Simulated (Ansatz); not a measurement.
C₂H₆Ga, charge +1, singlet, at a GFN2-xTB geometry (such geometries of metal compounds can be far from the true shape); B3LYP5/STO-3G run with Ansatz (a quantum-chemistry and plane-wave program).

Here is a job for Ansatz.
Ansatz 0.2 input:
```yaml
crystal:
  periodic: [false, false, false]
  atoms:
    - {symbol: Ga, position_ang: [0.00343485, 0.00337051, 0.00482448]}
    - {symbol: C, position_ang: [1.58503283, 0.21715874, -1.29447404]}
    - {symbol: H, position_ang: [2.25215008, -0.64381302, -1.17960578]}
    - {symbol: H, position_ang: [2.11754032, 1.14411141, -1.05677161]}
    - {symbol: H, position_ang: [1.19097950, 0.25742562, -2.31550438]}
    - {symbol: C, position_ang: [-1.59522274, -0.22715778, 1.28016163]}
    - {symbol: H, position_ang: [-2.11010415, -1.15933422, 1.02453176]}
    - {symbol: H, position_ang: [-2.27066760, 0.62564235, 1.15359667]}
    - {symbol: H, position_ang: [-1.22523915, -0.26852386, 2.31006886]}
basis:
  gaussian:
    orbitals: STO-3G
hamiltonian:
  xc: b3lyp5
total_charge: 1
```

### Question
What does Ansatz print? Leave out banner, timings and long lists.

### Answer

```
Functional definition: B3LYP5
393 factors; integrals over basis functions are off by at most 3.1e-5 eV
mean field evaluation 1: about -52837.1625 eV, gradient 5.3e2 eV
mean field evaluation 2: about -53730.0330 eV, gradient 8.2e1 eV
mean field evaluation 4: about -52911.0071 eV, gradient 6.9e2 eV
mean field evaluation 8: about -53776.9036 eV, gradient 1.1e2 eV
mean field evaluation 16: about -53896.8590 eV, gradient 2.8e-3 eV
mean field -53896.85898929 eV, -1980.6730352534 hartree, gradient 1.1e-5 eV, S^2 0.000000; 2 other end points of the search recorded, 0 dependent functions left out
reference -53896.85919457 eV, -1980.6730427972 hartree; 24, 24 occupied and 10, 10 virtual orbitals, 393 factors
Total energy: -53896.85919457 eV, -1980.6730427972 hartree
```
